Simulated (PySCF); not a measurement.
trans-dichloroethylene (C2H2Cl2), SMILES Cl/C=C/Cl. The structure is a stationary point at PBE-D3(BJ)/def2-SVP.

Computed equilibrium geometry at PBE-D3(BJ)/def2-SVP (PySCF confirms it by a frequency run) as bond lengths and angles, and its point group:
point group C2h.
Atoms: Cl1 C2 C3 Cl4 H5 H6. Bonded distances (Å): Cl1–C2 1.732, C2–C3 1.345, C2–H5 1.100, C3–Cl4 1.732, C3–H6 1.100. Bond angles (°): Cl1–C2–C3 121.8, Cl1–C2–H5 115.1, C3–C2–H5 123.1, C2–C3–Cl4 121.8, C2–C3–H6 123.1, Cl4–C3–H6 115.1.
